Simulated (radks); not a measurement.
Values are calculated unless marked as measured or tabulated.
Numerical settings for neutral holmium, [Xe] 4f11 6s2. Code: a radial shooting solver on a logarithmic mesh with Libxc functionals. Model: Dirac Kohn-Sham, LDA (Slater exchange, Perdew-Wang correlation), spin-unpolarised, spherical densities, point nucleus; open shells fill j = l - 1/2 first. The defaults (mesh step 0.008 in ln r, mesh end at 40 bohr or more with all orbitals vanishing there, Anderson mixing 0.5 over 9 steps, residual threshold near 1e-9 with the energy settled to 1e-9 hartree or 1e-11 of itself, here a cap of 72 iterations) give E = -12620.4083 hartree and 4f7/2 at -2.842 eV in 18 iterations. Run on one thread of a shared host, so times are rough (Arm Neoverse V1): 0.22 s of CPU time, 0.22 s wall, 18 iterations on 2728 mesh points. Changes against that run (0 stands for a change within the tolerance of the run):

setting                    iterations         converged  E (mhartree)  e(4f7/2) (meV)  CPU (s)
mesh step in ln r 0.012            18               yes             0               0     0.15
mesh step in ln r 0.03             18               yes      +0.00664               0     0.07
mesh step in ln r 0.12              4                no      diverged               -     0.01
mesh end (bohr) 5                  16  level above zero          +270       +3.93e+03     0.16
mesh end (bohr) 400                18               yes             0               0     0.22
residual threshold 0.01            11               yes             0           +1.46     0.17
residual threshold 0.001           11               yes             0           +1.46     0.17
mixing 1.5                         28               yes             0               0     0.36
linear mixing, mixing 0.2          72                no             0               0      0.6
linear mixing, mixing 1            72                no      +6.6e+05       +2.85e+03      3.4
mixing history 2                   31               yes             0               0     0.31
iteration cap 2                     2                no          +381       -1.29e+04     0.04

Settled on a wrong energy, with an occupied level pushed above zero by the early mesh end: mesh end (bohr) 5 (+0.27 hartree). Apart from these: no run marked as converged misses the energy by more than 1 mhartree. A mesh that ends early acts as a hard wall.
